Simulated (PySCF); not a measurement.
**Sr²¹⁺: ionisation energy**

Sr²¹⁺ [Ne] 3s2 3p5 (2P) → Sr²²⁺ [Ne] 3s2 3p4 (3P), as a difference of total energies. All numbers are calculated (PySCF 2.14, no relativity, point nucleus, in an even-tempered Gaussian basis (17 s from 2.1 bohr⁻², ratio 2.5; 11 p from 2.7 bohr⁻², ratio 2.5; 5 d from 14 bohr⁻², ratio 2.7; 4 f from 21 bohr⁻², ratio 2.7)). Correlated levels: outer shells: 1s2 frozen; virtual orbitals above 40 to 60 times the deepest correlated orbital energy dropped. The calculations carry no spin-orbit coupling.

| method | ionisation energy (eV) |
| --- | --- |
| UHF | 979.35 |
| MP2 (outer shells) | 980.34 |
| SCS-MP2 (outer shells) | 980.26 |
| CCSD (outer shells) | 980.25 |
| CCSD(T) (outer shells) | 980.25 |

**Question.** How much does correlation contribute at CCSD(T) (outer shells)?

**Answer.** 980.25 − (979.35) = 0.90 eV, measured against UHF.

Spin-orbit coupling is strong in these open shells (close to jj coupling). The scalar numbers leave it out and a first-order estimate fails, so it can dominate the gap to the real levels.

All relativistic terms are absent from these numbers, so their closeness to the reference says little about the methods.

For comparison: 982.1 ± 1.1 eV (semi-empirical (NIST evaluation); NIST Atomic Spectra Database, ionization energies).
